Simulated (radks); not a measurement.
The numbers below are computed, except where a source is named.
Species: a nucleus of charge 69.5 with 68 electrons. Configuration: [Xe] 4f14.

Level of theory: scalar-relativistic Kohn-Sham, r2SCAN, spin-polarised, spherical densities, finite nucleus; meta-GGA in the generalised Kohn-Sham scheme; Fermi nuclear charge, rms radius 5.3108 fm (a radial shooting solver on a logarithmic mesh with Libxc functionals).

Energy parts (eV):
total: -375833.90
kinetic: 408960.87
electron-nucleus: -923972.77
Hartree: 147053.96
exchange-correlation: -7875.96

Orbitals (lengths in bohr, moments of r in powers of bohr; <r^-3> diverges for s and p1/2; r(90%) holds 90 % of the orbital's charge):
orbital  occ.  eigenvalue (eV)  <r^-3>  r(90%)       <r^4>
1s          2        -60337.29       -  0.0360   7.823e-07
2s          2        -10230.32       -   0.130   0.0001205
2p          6        -9022.564   15550   0.122  0.00009238
3s          2        -2315.989       -   0.320    0.004497
3p          6        -1949.261    3393   0.326    0.004778
3d         10        -1499.178   445.3   0.308    0.003744
4s          2        -465.5630       -   0.708      0.1097
4p          6        -344.6505   761.4   0.761      0.1458
4d         10        -184.0354   84.29   0.852      0.2285
5s          2         -63.1752       -    1.79       4.406
5p          6         -36.0003   89.28    2.17       9.663
4f         14          -9.5043   11.53    1.46       3.921

The highest occupied level is 4f at -9.504 eV. The electron density at the nucleus is 1.04e+06 e/bohr^3 (large components only).
